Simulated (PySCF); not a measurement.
silylarsine (AsH₅Si), SMILES [SiH3][AsH2]. Atoms are numbered in the order given.

```xyz
7

Si    -1.5768     0.0049     0.0000
As     0.8061    -0.0618     0.0000
H     -2.0636    -0.7186     1.2149
H     -2.0636    -0.7186    -1.2149
H     -2.1411     1.3892     0.0000
H      0.8721     1.0098     1.0994
H      0.8721     1.0098    -1.0994
```

Coordinates come from a PBE-D3(BJ)/def2-TZVP optimisation.

Two levels are set side by side: PBE/pcSseg-2 (PySCF) and PBE0/pcSseg-2 (PySCF). GIAO shifts against AsH3 (⁷⁵As), TMS (²⁹Si), TMS (¹H) at the same level; non-relativistic, no solvent, atoms listed together averaged. Differences are taken from unrounded values.

```json
[
 {"quantity": "δ(²⁹Si) of Si1 (ppm)", "PBE0": "-78.2", "PBE": "-81.8", "PBE minus PBE0": "-3.6"},
 {"quantity": "δ(⁷⁵As) of As2 (ppm)", "PBE0": "-50.5", "PBE": "-36.3", "PBE minus PBE0": "14.2"},
 {"quantity": "δ(¹H) of H6, H7 (ppm)", "PBE0": "2.44", "PBE": "2.42", "PBE minus PBE0": "-0.01"}
]
```

Rough cost on one machine, each run with all the roots and properties that it gave: PBE0 against PBE within a factor of 2.
